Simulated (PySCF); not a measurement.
**Ni (nickel, neutral): UHF calculation**

Configuration: [Ar] 3d8 4s2, high-spin 3F determinant. All numbers are calculated (PySCF 2.14, scalar relativity by spin-free X2C-1e, in x2c-TZVPall (6s5p4d1f, 48 functions)).

```json
{
 "Total energy": "-1519.087419 hartree",
 "One-electron energy": "-2108.9068 hartree",
 "Hartree (Coulomb) energy": "652.2531 hartree",
 "Exchange energy": "-62.4337 hartree",
 "⟨S²⟩": "2.0051",
 "⟨L²⟩": "12.019",
 "Sum of ⟨r⟩": "21.85 bohr",
 "Sum of ⟨r²⟩": "37.19 bohr²",
 "Langevin diamagnetic susceptibility": "-29.5 ×10⁻⁶ cm³/mol",
 "Time after the integrals": "0.38 s of wall time on 1 thread of Neoverse-N1 (shared host)"
}
```

| shell | electrons | mean orbital energy (eV) | spread (eV) | rms radius, mean of both spins (bohr) |
| --- | --- | --- | --- | --- |
| 1s α | 1 | -8402.7 | 0 | 0.0624 |
| 1s β | 1 | -8402.7 | 0 | 0.0624 |
| 2s α | 1 | -1052.1 | 0 | 0.265 |
| 2s β | 1 | -1050.0 | 0 | 0.265 |
| 2p α | 3 | -901.27 | 0 | 0.238 |
| 2p β | 3 | -899.28 | 0 | 0.238 |
| 3s α | 1 | -138.85 | 0 | 0.794 |
| 3s β | 1 | -133.44 | 0 | 0.794 |
| 3p α | 3 | -93.132 | 0 | 0.849 |
| 3p β | 3 | -86.648 | 0 | 0.849 |
| 3d α | 5 | -19.828 | 1.453 | 1.11 |
| 3d β | 3 | -17.161 | 0 | 1.11 |
| 4s α | 1 | -7.891 | 0 | 3.26 |
| 4s β | 1 | -7.422 | 0 | 3.26 |

Densities and radii are taken from the X2C orbitals without a picture-change correction, which distorts them close to the nucleus.
